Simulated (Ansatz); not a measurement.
Gas-phase electronic energies from Ansatz, PBE0-D4/def2-TZVP geometries. CCSD(T)/CBS is the MP2 limit (def2-TZVPP, def2-QZVPP) plus CCSD(T) − MP2 in def2-TZVPP, frozen cores. Elements past krypton have def2 core potentials. For Se, Te outer-core shells are correlated without core-valence functions, which leaves a few kJ/mol of doubt a bond. Scalar relativity is left out up to krypton. Each species was taken in one conformer, which may not be the lowest.

Reaction (ligand exchange at the Si–O bond): `F[SiH2]OC[SeH]` + H₂Te → `F[SiH2][TeH]` + `OC[SeH]`

```tsv
species	MP2/def2-QZVPP energy (Eh)
`F[SiH2]OC[SeH]`	-2905.55185
H₂Te	-268.79269
`F[SiH2][TeH]`	-658.30922
`OC[SeH]`	-2516.01663
```

Task: Work out ΔE.

Result: ΔE = (-658.30922) + (-2516.01663) − (-2905.55185) − (-268.79269) = 0.01869 Eh = +49.1 kJ/mol. CCSD(T)/CBS gives +50.0 kJ/mol.

Largest T1 diagnostic among the species: 0.011.

The D4 term adds +4.7 kJ/mol with B3LYP and +2.8 kJ/mol with PBE0; it sums over pairs of atoms, weighted by their polarisabilities, and B3LYP, whose exchange is more repulsive, gets the larger term. From PBE to PBE0 (25 % exact exchange), in def2-TZVPP and without D4, ΔE moves by +5.1 kJ/mol. In def2-TZVPP, CCSD(T) changes the Hartree–Fock value by −7.6 kJ/mol (the triples alone add −2.0 kJ/mol) and MP2 by −11.7 kJ/mol.

B3LYP here is the variant with VWN-RPA as its local correlation; programs differ in this.
